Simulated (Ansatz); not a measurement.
A run for Ansatz (a program for electronic structure): R-r2SCAN/def2-TZVPP on CH3ISi (SMILES C[Si]I), a point of a torsion scan. Elements past Kr take the def2 small-core potentials; no spin–orbit coupling.

Ansatz 0.2 input:
```yaml
crystal:
  periodic: [false, false, false]
  atoms:
    - {symbol: C, position_ang: [-0.65765539, -0.02032343, -0.02080326]}
    - {symbol: Si, position_ang: [0.80577184, 1.21338584, 0.05443315]}
    - {symbol: I, position_ang: [2.63443148, -0.19070527, -0.96833650]}
    - {symbol: H, position_ang: [-0.79710607, -0.48310820, 0.95633268]}
    - {symbol: H, position_ang: [-1.58352528, 0.50597971, -0.25120513]}
    - {symbol: H, position_ang: [-0.53686707, -0.81667245, -0.75352630]}
basis:
  gaussian:
    orbitals: def2-TZVPP
hamiltonian:
  xc: {name: r2SCAN}
scf: {lower_state_search: off}
```

The log:

```
WARN ansatz: RAYON_NUM_THREADS=1 ignored (pool sized by the plan → 1); use --threads N
Functional definition: r2SCAN
these checks for a lower state are left out or cut short: stability, starts, cluster_reference, orbital_swaps, neighbouring_geometries, increment
integrals: 0.08 GiB planned
1012 factors; their error is unknown
mean field: 0.56 GiB planned
mean field evaluation 1: about -17059.1061 eV, gradient 5.8e1 eV
mean field evaluation 2: about -17044.3781 eV, gradient 8.4e1 eV
mean field evaluation 4: about -17066.7847 eV, gradient 7.8e0 eV
mean field evaluation 8: about -17066.9474 eV, gradient 1.8e-1 eV
mean field evaluation 16: about -17066.9185 eV, gradient 7.7e-4 eV
mean field -17066.91848517 eV, -627.1976859573 hartree, gradient 5.1e-6 eV, S^2 0.000000; 0 other end points of the search recorded, 0 dependent functions left out
reference -17066.91849508 eV, -627.1976863214 hartree; 24, 24 occupied and 141, 141 virtual orbitals, 1012 factors
Total energy: -17066.91849508 eV, -627.1976863214 hartree
Checks for a lower state left out: stability, starts, cluster_reference, orbital_swaps, neighbouring_geometries, increment
```

Self-consistency was reached.

Cost: about 2.4 core-seconds (a rough figure).
